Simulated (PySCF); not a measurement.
Input for PySCF: U-B3LYP/6-31G* on BCl, a point of a bond scan (R = 1.894 Å).

```python
from pyscf import gto, scf, dft, mp
from pyscf.data.elements import chemcore

mol = gto.M(
    atom='''
    B    -0.00000000   -0.00000000   -1.33031220
    Cl    0.00000000    0.00000000    0.56342635
    ''',
    basis='6-31g*',
    cart=True,
    charge=0, spin=0, verbose=3, max_memory=1800)
mf = dft.UKS(mol, xc='b3lyp')
mf.conv_tol = 1e-8
mf.max_cycle = 100
mf.init_guess_breaksym = True
mf.kernel()
if not mf.converged:
    mf = mf.newton().run(mf.mo_coeff, mf.mo_occ)
for _ in range(4):
    mo, _, stable, _ = mf.stability(return_status=True)
    if stable:
        break
    mf.kernel(mf.make_rdm1(mo, mf.mo_occ))
```

The log:

```
converged SCF energy = -484.971949948073  <S^2> = 1.0736301e-11  2S+1 = 1
<class 'pyscf.dft.uks.UKS'> wavefunction is stable in the internal stability analysis
```

The run converged.

Cost: around 1.6 core-seconds (rough).
